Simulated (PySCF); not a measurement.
Ga(OH)2(PH2) (GaH4O2P), SMILES [OH][Ga]([OH])[PH2].

Geometry: ωB97X-D3(BJ)/def2-SVP. The structure was generated by enumeration; whether it is a known compound was not checked. The values are those of a single conformer.

Method: TDDFT-CAM-B3LYP/def2-SVPD run with PySCF.

Vertical excitations.  State labels are in the subgroup Cs.

```
state  symmetry  energy (eV)  λ (nm)      f                                          main pairs
-----  --------  -----------  ------  -----  --------------------------------------------------
S1           A'         6.11     203  0.107                                      HOMO→LUMO 79 %
S2           A"         6.63     187  0.000                                    HOMO−1→LUMO 83 %
S3           A'         6.63     187  0.108                                    HOMO→LUMO+1 80 %
S4           A"         6.68     186  0.007                                    HOMO→LUMO+2 82 %
S5           A"         6.98     178  0.043                HOMO−2→LUMO 73 %, HOMO−1→LUMO+1 19 %
S6           A'         7.30     170  0.153                  HOMO−3→LUMO 62 %, HOMO−4→LUMO 13 %
S7           A'         7.37     168  0.038                  HOMO→LUMO+4 56 %, HOMO→LUMO+3 24 %
S8           A"         7.41     167  0.000                                  HOMO−2→LUMO+1 95 %
S9           A'         7.61     163  0.039                HOMO−4→LUMO 40 %, HOMO−3→LUMO+1 35 %
S10          A"         7.84     158  0.123                HOMO−1→LUMO+1 71 %, HOMO−2→LUMO 19 %
T1           A'         5.27     235      0  HOMO→LUMO 48 %, HOMO→LUMO+1 31 %, HOMO→LUMO+4 16 %
T2           A"         5.86     211      0                  HOMO→LUMO+2 77 %, HOMO→LUMO+5 14 %
T3           A'         5.88     211      0                    HOMO→LUMO+1 60 %, HOMO→LUMO 28 %
T4           A"         6.27     198      0                                    HOMO−1→LUMO 85 %
```
Triplets are in the Tamm–Dancoff approximation, which puts them higher than full response would, so one can lie above its singlet here.
